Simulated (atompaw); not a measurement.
# An all-electron radial function and its pseudo partner (Co)

Columns: radius, all-electron u(r) and pseudo u(r) of the 4p shell (level -1.28 eV) of cobalt in the configuration [Ar] 3d7 4s2 4p0; PBE, scalar-relativistic, PAW (atompaw) scheme, atompaw 4.2.0.5.

```
r (bohr)  all-electron  pseudo
   0.115        0.0969  0.0020
   0.231        0.0447  0.0079
   0.346       -0.0650  0.0176
   0.462       -0.1425  0.0311
   0.577       -0.1691  0.0478
   0.692       -0.1556  0.0675
   0.808       -0.1163  0.0902
   0.923       -0.0638  0.1150
   1.038       -0.0059  0.1416
   1.154        0.0530  0.1698
   1.269        0.1091  0.1987
   1.385        0.1619  0.2282
   1.500        0.2098  0.2574
   1.615        0.2530  0.2860
   1.731        0.2920  0.3139
   1.846        0.3262  0.3401
   1.962        0.3565  0.3649
   2.077        0.3827  0.3874
   2.192        0.4053  0.4077
   2.308        0.4247  0.4259
   2.423        0.4409  0.4414
   2.538        0.4543  0.4544
   2.654        0.4652  0.4652
   2.769        0.4736  0.4736
   2.885        0.4799  0.4799
   3.000        0.4841  0.4841
```

(1) How many radial nodes do the two functions have?

(2) Is the pseudo-wave norm-conserving?

Answers

(1) The all-electron 4p function has n − l − 1 = 2; the pseudo-wave has 0, since the states of the same l below it are removed with the core.

(2) No, it belongs to a PAW set: the norm inside the radius is not constrained, and the difference is carried by the augmentation charge.
